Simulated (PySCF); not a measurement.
Worked example: oscillator strength and radiative lifetime

SiFBr, SMILES F[Si]Br (connectivity only; charge and spin as stated), neutral, multiplicity 1.

Geometry: ωB97X-D3(BJ)/def2-TZVP.

TDDFT-PBE0/def2-SVPD in PySCF puts the first singlet state with f over 0.02 at 4.13 eV (vertical), with the transition dipole (0.000, 0.000, 0.601) in atomic units.

Q: Find the oscillator strength, the wavelength and the radiative lifetime that this transition would have in vacuum if emission retraced absorption.

A: 
|μ|² = 0.3612 au, so |μ| = 1.53 D. ΔE = 4.13/27.211 = 0.1518 hartree. f = (2/3) ΔE |μ|² = 0.037 (the program prints 0.037).
λ = 1239.84/4.13 = 300 nm; ν = 33311 cm⁻¹.
Einstein's coefficient A = 0.6670 ν² f s⁻¹ (ν in cm⁻¹) = 2.7e7 s⁻¹, so τ = 1/A = 37 ns. This state is S1. The figure is the radiative limit of this one transition; relaxation, internal conversion, crossing to triplets and a medium change what is measured.
